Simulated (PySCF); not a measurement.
silicon monoxide (OSi), singlet, at a GFN2-xTB geometry. Base run: DF-PBE/6-31G run with PySCF.

The PySCF input:
```python
from pyscf import gto, scf, dft

mol = gto.Mole()
mol.atom = '''
    Si   -0.000000   -0.000000   -0.548582
    O     0.000000    0.000000    0.960019
'''
mol.basis = '6-31g'
mol.charge = 0
mol.spin = 0
mol.verbose = 4
mol.build()

mf = dft.RKS(mol)
mf.xc = 'pbe'
mf = mf.density_fit(auxbasis='def2-universal-jkfit')
mf.kernel()
mf.analyze()
```

The base run was repeated with changes; each row names its change, and settings that it needs were set with it.

```csv
change,basis functions,E (Eh),HOMO (eV),HOMO-LUMO gap (eV),dipole (D)
base,22,-364.42211,-7.34,4.67,2.38
basis = 3-21G,22,-362.53650,-7.08,4.76,1.69
basis = pcseg-0,22,-363.94226,-7.30,4.80,2.19
basis = def2-SVPD,47,-364.35312,-7.54,4.70,2.88
basis = aug-pcseg-1,50,-364.47953,-7.57,4.68,2.81
basis = aug-cc-pVDZ,50,-364.50465,-7.51,4.67,2.76
basis = pcseg-2,64,-364.55094,-7.42,4.63,2.86
basis = pc-2,64,-364.55353,-7.41,4.63,2.87
basis = cc-pVTZ,64,-364.53993,-7.36,4.65,2.64
basis = def2-TZVP,68,-364.54397,-7.39,4.63,2.78
basis = cc-pV(T+d)Z,69,-364.54428,-7.37,4.65,2.68
basis = def2-TZVPP,73,-364.54414,-7.40,4.63,2.78
basis = def2-TZVPD,83,-364.54553,-7.47,4.61,2.88
```

Totals compare only among sets that treat the same electrons; sets with core potentials leave the core out.
